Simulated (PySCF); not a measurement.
Si(F)2(OH)(OSiH3), SMILES O[Si](F)(F)O[SiH3], singlet, B3LYP/def2-SVP optimised geometry.

```
10

O     -1.09     0.86     0.00
Si    -0.52    -0.66     0.00
F     -0.93    -1.43     1.35
F      1.09    -0.66     0.00
O     -1.08    -1.44    -1.29
Si    -1.48    -2.50    -2.51
H     -0.85     1.44     0.73
H     -0.26    -2.81    -3.32
H     -2.51    -1.87    -3.37
H     -2.01    -3.76    -1.91
```

Density from PySCF 2.14.0 with B3LYP/def2-TZVP at that geometry.

Minimum of the electron density along straight lines between bonded atoms, close to the bond critical point (lines longer than 1.1 times the sum of covalent radii, or with two minima, are not listed):

| bond | length / Å | ρ at the minimum / e bohr⁻³ | ∇²ρ there / e bohr⁻⁵ | position (fraction from the first atom) |
|---|---|---|---|---|
| O1–Si2 | 1.632 | 0.146 | 0.83 | 0.59 |
| Si2–F3 | 1.610 | 0.137 | 0.93 | 0.42 |
| Si2–F4 | 1.610 | 0.137 | 0.93 | 0.42 |
| Si2–O5 | 1.609 | 0.146 | 0.94 | 0.42 |
| O5–Si6 | 1.664 | 0.124 | 0.78 | 0.59 |
| O1–H7 | 0.964 | 0.351 | -2.38 | 0.81 |
| Si6–H8 | 1.488 | 0.124 | 0.13 | 0.49 |
| Si6–H9 | 1.487 | 0.124 | 0.13 | 0.49 |
| Si6–H10 | 1.489 | 0.124 | 0.14 | 0.49 |
